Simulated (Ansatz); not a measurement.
Ansatz (a quantum-chemistry and plane-wave program) input (B3LYP-D3(BJ)/def2-TZVP):

Ansatz 0.2 input:
```yaml
crystal:
  periodic: [false, false, false]
  atoms:
    - {symbol: K, position_ang: [-0.00000000, -0.00000000, -2.37561158]}
    - {symbol: Au, position_ang: [0.00000000, 0.00000000, 0.57134962]}
basis:
  gaussian:
    orbitals: def2-TZVP
hamiltonian:
  xc: b3lyp
  dispersion: d3bj
phonons: {temperatures: {t_min: 298.15, t_max: 298.15, t_step: 100}}
```

Output:

```
Functional definition: B3LYP
integrals: 0.03 GiB planned
753 factors; integrals over basis functions are off by at most 3.8e-4 eV
mean field: 0.23 GiB planned
mean field evaluation 1: about -20018.9469 eV, gradient 3.2e1 eV
mean field evaluation 2: about -19952.7627 eV, gradient 1.5e2 eV
mean field evaluation 4: about -20021.3415 eV, gradient 7.5e0 eV
mean field evaluation 8: about -20021.4473 eV, gradient 4.7e-2 eV
mean field evaluation 16: about -20021.4473 eV, gradient 6.4e-5 eV
mean field -20021.44733188 eV, -735.7746184220 hartree, gradient 6.4e-5 eV, S^2 0.000000; 0 other end points of the search recorded, 0 dependent functions left out
the calculation of the forces begins
reference -20021.44753073 eV, -735.7746257298 hartree; 19, 19 occupied and 54, 54 virtual orbitals, 753 factors
these checks for a lower state are left out or cut short: stability, starts, cluster_reference, orbital_swaps, neighbouring_geometries, increment
integrals: 0.03 GiB planned
753 factors; integrals over basis functions are off by at most 3.8e-4 eV
mean field: 0.23 GiB planned
mean field -20021.44733188 eV, -735.7746184221 hartree, gradient 3.0e-7 eV, S^2 0.000000; 0 other end points of the search recorded, 0 dependent functions left out
the calculation of the forces begins
reference -20021.44753073 eV, -735.7746257298 hartree; 19, 19 occupied and 54, 54 virtual orbitals, 753 factors
these checks for a lower state are left out or cut short: stability, starts, cluster_reference, orbital_swaps, neighbouring_geometries, increment
integrals: 0.03 GiB planned
753 factors; integrals over basis functions are off by at most 3.8e-4 eV
mean field: 0.23 GiB planned
mean field -20021.44733188 eV, -735.7746184221 hartree, gradient 3.0e-7 eV, S^2 0.000000; 0 other end points of the search recorded, 0 dependent functions left out
the calculation of the forces begins
reference -20021.44753073 eV, -735.7746257298 hartree; 19, 19 occupied and 54, 54 virtual orbitals, 753 factors
these checks for a lower state are left out or cut short: stability, starts, cluster_reference, orbital_swaps, neighbouring_geometries, increment
integrals: 0.03 GiB planned
753 factors; integrals over basis functions are off by at most 3.8e-4 eV
mean field: 0.23 GiB planned
mean field evaluation 32: about -20021.4473 eV, gradient 2.6e-2 eV
mean field -20021.44733188 eV, -735.7746184221 hartree, gradient 3.0e-7 eV, S^2 0.000000; 0 other end points of the search recorded, 0 dependent functions left out
the calculation of the forces begins
reference -20021.44753073 eV, -735.7746257298 hartree; 19, 19 occupied and 54, 54 virtual orbitals, 753 factors
these checks for a lower state are left out or cut short: stability, starts, cluster_reference, orbital_swaps, neighbouring_geometries, increment
integrals: 0.03 GiB planned
753 factors; integrals over basis functions are off by at most 3.8e-4 eV
mean field: 0.23 GiB planned
mean field -20021.44733188 eV, -735.7746184221 hartree, gradient 3.0e-7 eV, S^2 0.000000; 0 other end points of the search recorded, 0 dependent functions left out
the calculation of the forces begins
reference -20021.44753073 eV, -735.7746257298 hartree; 19, 19 occupied and 54, 54 virtual orbitals, 753 factors
these checks for a lower state are left out or cut short: stability, starts, cluster_reference, orbital_swaps, neighbouring_geometries, increment
integrals: 0.03 GiB planned
753 factors; integrals over basis functions are off by at most 3.8e-4 eV
mean field: 0.23 GiB planned
mean field -20021.44731693 eV, -735.7746178728 hartree, gradient 6.8e-7 eV, S^2 0.000000; 0 other end points of the search recorded, 0 dependent functions left out
the calculation of the forces begins
reference -20021.44751576 eV, -735.7746251796 hartree; 19, 19 occupied and 54, 54 virtual orbitals, 753 factors
these checks for a lower state are left out or cut short: stability, starts, cluster_reference, orbital_swaps, neighbouring_geometries, increment
integrals: 0.03 GiB planned
753 factors; integrals over basis functions are off by at most 3.8e-4 eV
mean field: 0.23 GiB planned
mean field -20021.44732806 eV, -735.7746182819 hartree, gradient 6.8e-7 eV, S^2 0.000000; 0 other end points of the search recorded, 0 dependent functions left out
the calculation of the forces begins
reference -20021.44752694 eV, -735.7746255906 hartree; 19, 19 occupied and 54, 54 virtual orbitals, 753 factors
these checks for a lower state are left out or cut short: stability, starts, cluster_reference, orbital_swaps, neighbouring_geometries, increment
integrals: 0.03 GiB planned
753 factors; integrals over basis functions are off by at most 3.8e-4 eV
mean field: 0.23 GiB planned
mean field evaluation 64: about -20021.4473 eV, gradient 8.4e-7 eV
mean field -20021.44733188 eV, -735.7746184221 hartree, gradient 3.0e-7 eV, S^2 0.000000; 0 other end points of the search recorded, 0 dependent functions left out
the calculation of the forces begins
reference -20021.44753073 eV, -735.7746257298 hartree; 19, 19 occupied and 54, 54 virtual orbitals, 753 factors
these checks for a lower state are left out or cut short: stability, starts, cluster_reference, orbital_swaps, neighbouring_geometries, increment
integrals: 0.03 GiB planned
753 factors; integrals over basis functions are off by at most 3.8e-4 eV
mean field: 0.23 GiB planned
mean field -20021.44733188 eV, -735.7746184221 hartree, gradient 3.0e-7 eV, S^2 0.000000; 0 other end points of the search recorded, 0 dependent functions left out
the calculation of the forces begins
reference -20021.44753073 eV, -735.7746257298 hartree; 19, 19 occupied and 54, 54 virtual orbitals, 753 factors
these checks for a lower state are left out or cut short: stability, starts, cluster_reference, orbital_swaps, neighbouring_geometries, increment
integrals: 0.03 GiB planned
753 factors; integrals over basis functions are off by at most 3.8e-4 eV
mean field: 0.23 GiB planned
mean field -20021.44733188 eV, -735.7746184221 hartree, gradient 3.0e-7 eV, S^2 0.000000; 0 other end points of the search recorded, 0 dependent functions left out
the calculation of the forces begins
reference -20021.44753073 eV, -735.7746257298 hartree; 19, 19 occupied and 54, 54 virtual orbitals, 753 factors
these checks for a lower state are left out or cut short: stability, starts, cluster_reference, orbital_swaps, neighbouring_geometries, increment
integrals: 0.03 GiB planned
753 factors; integrals over basis functions are off by at most 3.8e-4 eV
mean field: 0.23 GiB planned
mean field -20021.44733188 eV, -735.7746184221 hartree, gradient 3.0e-7 eV, S^2 0.000000; 0 other end points of the search recorded, 0 dependent functions left out
the calculation of the forces begins
reference -20021.44753073 eV, -735.7746257298 hartree; 19, 19 occupied and 54, 54 virtual orbitals, 753 factors
these checks for a lower state are left out or cut short: stability, starts, cluster_reference, orbital_swaps, neighbouring_geometries, increment
integrals: 0.03 GiB planned
753 factors; integrals over basis functions are off by at most 3.8e-4 eV
mean field: 0.23 GiB planned
mean field -20021.44732806 eV, -735.7746182819 hartree, gradient 6.8e-7 eV, S^2 0.000000; 0 other end points of the search recorded, 0 dependent functions left out
the calculation of the forces begins
reference -20021.44752694 eV, -735.7746255906 hartree; 19, 19 occupied and 54, 54 virtual orbitals, 753 factors
these checks for a lower state are left out or cut short: stability, starts, cluster_reference, orbital_swaps, neighbouring_geometries, increment
integrals: 0.03 GiB planned
753 factors; integrals over basis functions are off by at most 3.8e-4 eV
mean field: 0.23 GiB planned
mean field evaluation 96: about -20021.4473 eV, gradient 1.9e-5 eV
mean field -20021.44731693 eV, -735.7746178728 hartree, gradient 6.8e-7 eV, S^2 0.000000; 0 other end points of the search recorded, 0 dependent functions left out
the calculation of the forces begins
reference -20021.44751576 eV, -735.7746251796 hartree; 19, 19 occupied and 54, 54 virtual orbitals, 753 factors
Total energy: -20021.51365369 eV, -735.7770557036 hartree
Atom 0 at    -0.000000    -0.000000    -2.375612 Å, force    -0.000000    -0.000000     0.001187 eV/Å
Atom 1 at     0.000000     0.000000     0.571350 Å, force     0.000000     0.000000    -0.001187 eV/Å
Dipole moment:    -0.000000     0.000000    -1.951641 e Å
Vibrations: 158.39 cm⁻¹, zero-point energy 0.009819 eV
```
